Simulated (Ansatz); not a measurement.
Ansatz results at the PBE0-D4/def2-TZVP geometry: HOMO–LUMO gap (PBE/def2-TZVPP) 5.07 eV; size of the dipole moment (B3LYP/def2-TZVPP) 0.83 D; LUMO energy (PBE0/def2-TZVPP) -1.67 eV.

Problem. Which molecule gave them?
A. `F[SiH](Cl)C#C[SiH2]Cl`
B. `C[O][GeH2][C]#C[Si](C)(C)OC`
C. `[OH][GeH2][C]#C[SiH](O)F`
D. `O[Si@@H](Cl)N[Si@@H](O)Cl`

Solution. A. The others give `[OH][GeH2][C]#C[SiH](O)F`: 5.10, 1.51, -1.23; `C[O][GeH2][C]#C[Si](C)(C)OC`: 4.75, 0.73, -0.67; `O[Si@@H](Cl)N[Si@@H](O)Cl`: 6.42, 2.24, 0.34.

B3LYP here is the variant with VWN-RPA as its local correlation; programs differ in this.
